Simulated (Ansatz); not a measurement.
System: sum formula HBOBr (charge 0, doublet). It need not be the lowest isomer of its formula. SMILES: O[B]Br
Geometry from a B3LYP-D3(BJ)/def2-TZVP (Ansatz, an electronic-structure program) optimisation:
```xyz
4

O     -2.1428     0.4970     0.0157
B     -0.8839     0.9096    -0.0028
Br     0.6817    -0.2304    -0.0040
H     -2.2971    -0.4603     0.0300
```
Charge 0, spin multiplicity 2.

Computed values are from Ansatz. Cores are frozen in the correlated levels unless marked. Open shells are spin-unrestricted. No spin-orbit coupling. The frozen core is the preceding noble-gas configuration, with the filled d and f shells of earlier blocks. Non-relativistic. Basis-set limits of correlation are two-point, X^-3; Hartree-Fock from the larger set (for Q and 5 zeta extrapolated as (X+1)exp(-9√X)).

```
Property                                                       Value
---------------------  ---------------------------------------------
atomisation energy De  1353.3 kJ/mol at CCSD(T)/CBS(cc-pVQZ,cc-pV5Z)
total energy           -2673.2569 Eh at CCSD(T)/CBS(cc-pVQZ,cc-pV5Z)
dipole moment                          1.74 D at CCSD(T)/aug-cc-pVDZ
T1 diagnostic                                  0.015 at CCSD/cc-pV5Z
```
